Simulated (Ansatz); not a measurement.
F$_{4}$Se, triplet, at a GFN2-xTB geometry (a higher spin typed on purpose: for a closed-shell molecule this is an excited state); PBE0/6-31G** (Ansatz, a first-principles code).

Ansatz was given this input:
Ansatz 0.2 input:
```yaml
crystal:
  periodic: [false, false, false]
  atoms:
    - {symbol: Se, position_ang: [0.00000000, -0.00000000, 0.00000000]}
    - {symbol: F, position_ang: [1.11281369, 1.52176867, -0.00787047]}
    - {symbol: F, position_ang: [1.52178892, -1.11279517, 0.00644471]}
    - {symbol: F, position_ang: [-1.11281369, -1.52176867, 0.00787047]}
    - {symbol: F, position_ang: [-1.52178892, 1.11279517, -0.00644471]}
basis:
  gaussian:
    orbitals: 6-31G__.json
hamiltonian:
  xc: pbe0
magnetization: {spin_polarized: true, initial_magnetization: 2}
accuracy: high
```
The basis file holds 6-31G** in the JSON format of the Basis Set Exchange.

Problem. Write the output that Ansatz gives for this input, abridged.

Solution. 
```
Functional definition: PBE0
1826 factors; integrals over basis functions are off by at most 4.9e-9 eV
mean field evaluation 1: about -76180.6761 eV, gradient 4.0e1 eV
mean field evaluation 2: about -76166.4437 eV, gradient 7.8e1 eV
mean field evaluation 4: about -76186.3268 eV, gradient 9.1e-1 eV
mean field evaluation 8: about -76186.3855 eV, gradient 2.1e-1 eV
mean field evaluation 16: about -76186.3856 eV, gradient 3.2e-5 eV
mean field -76186.38560527 eV, -2799.7980300069 hartree, gradient 5.6e-8 eV, S^2 2.012834; 0 other end points of the search recorded, 0 dependent functions left out
reference -76186.38560712 eV, -2799.7980300746 hartree; 36, 34 occupied and 59, 61 virtual orbitals, 1826 factors
Total energy: -76186.38560712 eV, -2799.7980300746 hartree
```
